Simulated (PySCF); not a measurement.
An unknown shows these calculated signals:

1H NMR (600 MHz, computed): δ 2.47 (s, 18H).

13C{1H} NMR (computed): δ 40.1 (CH3).

All values are calculated (PySCF 2.14): coordinates at the PBE0-D3(BJ)/def2-SVP level, shielding tensors at PBE0/pcSseg-1 (GIAO). Non-relativistic, no solvent model, equivalent nuclei averaged, one computed conformer.

Shifts are taken against calculated references (same method and geometry level): 1H (31.27 ppm), 13C (184.41 ppm) vs TMS.

Which of these does the molecule contain: a ketone, a non-aromatic C=C double bond, a CF3 group, an N-methyl group?

## Answers


- A ketone: no.
- A non-aromatic C=C double bond: no.
- A CF3 group: no.
- An N-methyl group: yes (δC 40.1; δH 2.47 (s)).

The data belong to SMILES CN(C)B(N(C)C)N(C)C, C₆H₁₈BN₃; they needn't prove each group on their own.

Carbon signals by region: 1 below 50 ppm.

Shifts are as computed. Against solution values, carbons near 30 ppm lie about +2 ppm off and those near 130 ppm about +5 ppm. Of 1211 compounds with measured shifts, 218 miss one by over three times the rms of a fit or turn the order of signals round; such compounds aren't used in these exercises.
